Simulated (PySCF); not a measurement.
Species: C₅H₇F₃Si.
Geometry (GFN2-xTB, Å), atoms numbered from 1 in this order:
```
atom  x, y, z in Å
F1     2.8257   -0.7333   -0.5788
C2     2.1716    0.4259   -0.2766
F3     2.4745    1.2922   -1.2730
C4     0.6972    0.1864   -0.1498
C5    -0.2080    0.6635   -0.9933
C6    -1.6523    0.3449   -0.7526
Si7   -1.6377   -0.7685    0.7911
F8    -2.3760   -0.0369    2.0315
C9     0.2508   -0.6707    1.0034
H10    2.6253    0.8131    0.6519
H11    0.0592    1.2814   -1.8369
H12   -2.2141    1.2694   -0.6061
H13   -2.0740   -0.1293   -1.6388
H14   -2.2524   -2.0801    0.7117
H15    0.5484   -0.2123    1.9484
H16    0.7541   -1.6365    0.9565
```

NICS = −σ at a ghost point: NICS(0) at the centroid of the ring atoms, NICS(1) 1 Å to either side along the normal of their mean plane, zz for the tensor component along that normal. Level: GIAO PBE0/pcSseg-1 (PySCF, non-relativistic, gas phase) on the GFN2-xTB geometry, one conformer.

Ring bond lengths (Å), with Mayer bond orders in brackets: C4–C5 1.326 (1.83), C5–C6 1.498 (1.05), C6–Si7 1.903 (0.89), Si7–C9 1.903 (0.87), C9–C4 1.505 (1.05).

**Question.** Give the NICS values of each ring in ppm.

**Answer.** 
```json
{"ring": "C4–C5–C6–Si7–C9", "type": "5-membered ring with Si; formal bonds 1 double, 4 single", "NICS(0)": "-1.4", "NICS(1), two faces": "-3.3 / -2.1", "NICS(1)zz, two faces": "-2.0 / 0.0", "rms pucker (Å)": "0.01", "centre to ring atoms, mean (Å)": "1.38"}
```

**Question.** What do they say, and how far can they be read as aromaticity?

**Answer.** 
- C4–C5–C6–Si7–C9: mean NICS(1)zz -1.0 ppm, near zero. C6, Si7, C9 have four or more neighbours, so the value isn't read as a sign of a π ring current.

**Question.** What field does 1 T along the ring normal induce along that normal at the second NICS(1) probe listed for ring C4–C5–C6–Si7–C9, 1 Å off the ring?

**Answer.** NICSzz × B0 = 0.0 ppm × 1 T = 0 μT.

**Question.** Give the inner angles of the rings and the Hirshfeld charges of the ring atoms.

**Answer.** 
- C4–C5–C6–Si7–C9: C4 119.3° (-0.029 e), C5 118.6° (-0.042 e), C6 104.3° (-0.163 e), Si7 93.9° (+0.469 e), C9 103.8° (-0.169 e); sum 540.0° against 540° for a flat convex ring.

**Question.** How shielded are the nuclei of the rings and their hydrogens (means over atoms taken as equivalent)?

**Answer.** 
| atoms | environment | σ isotropic (ppm) | principal values of the symmetric part, first atom (ppm) |
| --- | --- | --- | --- |
| C4 | fully substituted alkene carbon | 43.2 | -63.5, 68.7, 124.3 |
| C5 | alkene CH carbon | 49.2 | -55.8, 51.4, 151.9 |
| C6 | sp3 carbon bound to silicon | 164.0 | 150.9, 160.8, 180.3 |
| Si7 | fluorine-bound silicon | 309.6 | 268.0, 313.9, 346.9 |
| C9 | sp3 carbon bound to silicon | 166.3 | 152.8, 164.9, 181.2 |
| H11 | vinylic hydrogen | 25.10 | 22.1, 24.4, 28.8 |
| H12 | methylene hydrogen | 29.73 | 25.7, 27.1, 36.4 |
| H13 | methylene hydrogen | 29.87 | 25.5, 27.6, 36.6 |
| H14 | Si–H hydrogen | 25.98 | 22.6, 24.1, 31.3 |
| H15 | methylene hydrogen | 30.10 | 25.9, 28.1, 36.3 |
| H16 | methylene hydrogen | 29.90 | 24.8, 29.1, 35.9 |

The run took 2.1 min wall, 83 s CPU on one thread of an Intel Xeon at 2.50 GHz, on a shared host, and the process peaked at 0.85 GiB of memory. This is the whole shielding run at PBE0/pcSseg-1, SCF included.
